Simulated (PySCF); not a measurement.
Continuum solvent and chemical shifts

Structure with atom numbers: `[CH3:1][P@H+:2]([PH2:3])[C:4]([CH3:5])([CH3:6])[CH3:7]` (H(Xn): hydrogen on atom n).

GIAO PBE0/pcSseg-1 in PySCF 2.14.0 with density-fitted response routines on one PBE0-D3(BJ)/def2-SVP conformer, non-relativistic, equivalent nuclei averaged. Solvents enter as an IEF-PCM continuum (cyclohexane with ε = 2.0, acetone with ε = 20.5) around the gas-phase geometry. Shifts are referred to TMS computed in the same medium.

Gas phase, δ in ppm: C4 34.7, C5/C6/C7 25.4, C1 2.9, H(P2) 5.84, H(P3) 3.38, H(C1) 1.87, H(C5)/H(C6)/H(C7) 1.43. Dipole moment 2.32 D.

Q: How does each δ change in the continuum?

A: 
| atoms | environment | Δδ, cyclohexane | Δδ, acetone |
| --- | --- | --- | --- |
| C4 | fully substituted sp3 carbon bonded to P | -0.1 | -0.3 |
| C5/C6/C7 | methyl carbon | +0.3 | +0.6 |
| C1 | methyl carbon bonded to P | +0.6 | +1.3 |
| H(P2) | hydrogen on a phosphorus bonded to 2 C, P | +0.16 | +0.46 |
| H(P3) | hydrogen on a phosphorus bonded to P | +0.07 | +0.19 |
| H(C1) | hydrogen on a methyl carbon bonded to P | +0.01 | +0.01 |
| H(C5)/H(C6)/H(C7) | hydrogen on a methyl carbon | -0.04 | -0.10 |

Changes are relative to the gas phase. The dipole moment becomes 2.68 D in cyclohexane, 3.38 D in acetone.

Q: Which nuclei move most (in ppm), and what does the model miss?

A: C1 (methyl carbon bonded to P, +1.3 ppm) in acetone. A continuum only polarises the solute; specific hydrogen bonds, the anisotropy of aromatic solvents and changes of geometry or conformer are outside it, as are counter-ions.
